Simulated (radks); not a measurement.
Initial-state core-level shifts of neutral magnesium when its valence configuration changes from [Ne] 3s2. Calculated with a radial shooting solver on a logarithmic mesh with Libxc functionals: scalar-relativistic Kohn-Sham, SCAN, spin-unpolarised, spherical densities, finite nucleus; meta-GGA in the generalised Kohn-Sham scheme; Fermi nuclear charge, rms radius 3.057 fm. Shifts are changes of the shell-averaged eigenvalues in eV (positive: less bound); the change of the density at the nucleus, which sets a Mossbauer isomer shift, is in e/bohr^3, on a base of 1160.

valence,1s,2s,2p,density at nucleus
3s1 3p1,-2.236,-2.188,-2.172,-1.4644
3p2,-4.231,-4.135,-4.101,-3.0726
3s1.5 3p0.5,-1.142,-1.121,-1.112,-0.7285
3s0.5 3p1.5,-3.254,-3.184,-3.158,-2.2495
